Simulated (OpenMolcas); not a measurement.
## Ga⁺: effect of the active space

```json
{
  "Program": "OpenMolcas",
  "Method": "CASSCF or its RAS form",
  "Basis": "ANO-RCC-VTZP",
  "Scalar Hamiltonian": "DKH2, point nucleus",
  "Spin-orbit coupling": "state interaction with AMFI integrals over the reference wave functions, term energies averaged over their components"
}
```

A. 2 electrons in 4 orbitals (4s 4p); 2S+1 = 3 even, 3 roots; 2S+1 = 1 even, 7 roots; 2S+1 = 3 odd, 3 roots; 2S+1 = 1 odd, 3 roots; cost roughly 7 core-seconds
B. 2 electrons in 8 orbitals (4s 4p 5s 5p); 2S+1 = 3 even, 3 roots; 2S+1 = 1 even, 7 roots; 2S+1 = 3 odd, 3 roots; 2S+1 = 1 odd, 3 roots; cost of the order of 10 core-seconds
C. 2 electrons in 9 orbitals (RAS2 4s 4p; RAS3 4d, at most 2 electrons); 2S+1 = 3 even, 3 roots; 2S+1 = 1 even, 7 roots; 2S+1 = 3 odd, 3 roots; 2S+1 = 1 odd, 3 roots; cost about 17 core-seconds

Energies in cm-1 above 4s2 1S0, the measured ground level; measured values from NIST Handbook of Basic Atomic Spectroscopic Data.

```csv
Level,A,B,C,Measured
4s2 1S0,0.0,0.0,0.0,0.0
4s 4p 3P* 0,43058,44597,42595,47368
4s 4p 3P* 1,43431,44969,42966,47814
4s 4p 3P* 2,44191,45730,43730,48750
4s 4p 1P* 1,74071,75477,69638,70701
```

Deviations, from unrounded energies. A percentage is the sum of absolute deviations over the sum of measured energies, with the sign that they share, or ± where signs differ.

| Against measurement | Levels | A | B | C |
| --- | --- | --- | --- | --- |
| mean absolute deviation (cm-1) | 4 | 4200 | 3400 | 3900 |
| other configurations (%) | 4 | ±7.7 | ±6.2 | -7.3 |

B lies closest to measurement on these levels and A furthest from it. The largest miss of B in the table is 4s 4p 1P* 1, by +4800 cm-1. The ranking rests on the paired levels alone, and a cruder setting can come out closer through cancelling errors.

Among A to C the level of the table that moves most is 4s 4p 1P* 1, by 5800 cm-1 (lowest in C, highest in B).

Without dynamic correlation excited terms often stand tens of per cent too high (terms of higher spin than the ground term too low), and those without a measured partner can miss by more than the paired ones. The run also gave levels led by 4s 5s, which use shells meant for correlation; these and all levels above them are left out (holds for B). Active for correlation alone: 4d; no level in the range computed is led by a configuration that fills it, so any true level of that kind is missing (holds for C). Measured partners are found by configuration, term and J. A level has none where our copy of the source lacks it or the pairing is in doubt (some pairs that miss far off the trend of their configuration count as doubtful), and it then counts in no deviation. Only configurations of the active space appear. Levels that lie high or do not pair safely by name in every column are left out.

* marks odd parity.
